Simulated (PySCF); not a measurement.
Coordinates in bohr (charge 0 multiplicity 2):
```
Mo    0.0498    0.3648    0.0000
N    -0.0800   -2.6807    0.0000
H    -1.8650    0.9051    2.5233
H    -1.8650    0.9051   -2.5233
```

Method: PySCF, UPBE0, basis Mo def2-TZVP with ECP28, N def2-TZVP, H def2-TZVP (scalar-relativistic core potentials, no spin–orbit coupling, density fitting).

This geometry of H₂MoN is a stationary point at this level.

(1) What is the point group?

(2) Is it a minimum?

(3) List the harmonic modes with their infrared intensities.

(4) Give the ideal-gas entropy at 298.15 K and 1 bar by parts.

Answers

(1) Cs.

(2) Yes: all harmonic wavenumbers are real.

(3) 
```tsv
symmetry	ω (cm⁻¹)	IR (km/mol)
a'	486	139
a''	642	36.3
a'	658	63.2
a'	1180	87.2
a''	1886	261
a'	1924	82.8
```

(4) translation 167.9, rotation 85.3, vibration 6.2, spin 5.8; total 265.2 J/(mol K).

Only a few start shapes were tried, so a lower isomer may exist. With open d or f shells other occupations or spin states may lie lower.
